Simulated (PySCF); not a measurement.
Computed with delta-SCF UKS SCAN, pcX-2 on the ionised atom, pcseg-1 elsewhere, spin-free X2C (PySCF 2.14.0). Geometries: PBE0-D3(BJ)/def2-SVP; isolated species, one conformer each. Values against the vacuum level.

Task: Rank by computed C 1s binding energy, lowest first.
A. C2 in `[NH2:1][CH2:2][SiH:3]1[O:4][CH2:5][CH2:6][O:7]1`
B. C1 in `[CH3:1][O:2][CH2:3][CH2:4][CH2:5][Cl:6]`
C. C1 in `[CH3:1][SiH2:2][N:3]([CH3:4])[CH3:5]`
D. C1 in `[CH3:1][S:2][Si@@:3]1([CH3:4])[CH2:5][CH2:6][C@@H:7]1[C:8]#[N:9]`
E. Carbon in `N#[C][GeH2-]`

Result: E (285.85 eV), C (290.10 eV), A (290.99 eV), D (291.56 eV), B (292.28 eV).

From the lowest up, the atoms are bonded to: N (triple bond) and Ge in a species of charge -1 (285.85); 3 H and Si (290.10); N, 2 H and Si (290.99); S and 3 H (291.56); O and 3 H (292.28).

Task: Rank by computed N 1s binding energy, lowest first.
A. Nitrogen in `N#[C][GeH2-]`
B. Nitrogen in `C[SiH2]N(C)C`
C. Nitrogen in `NC[SiH]1OCCO1`

Result: A (398.98 eV), B (404.12 eV), C (405.07 eV).

From the lowest up, the atoms are bonded to: C (triple bond) in a species of charge -1 (398.98); 2 C and Si (404.12); C and 2 H (405.07).

Task: Order these sites by rising Si 1s binding energy.
A. Silicon in `CS[Si@@]1(C)CC[C@@H]1C#N`
B. Silicon in `C[SiH2]N(C)C`
C. Silicon in `NC[SiH]1OCCO1`

Result: B (1846.30 eV), A (1846.64 eV), C (1847.34 eV).

The highest is bonded to 2 O, C and H, the lowest to N, C and 2 H; the range is 1.04 eV.

The basis sets have no added diffuse functions, a weakness for anions.
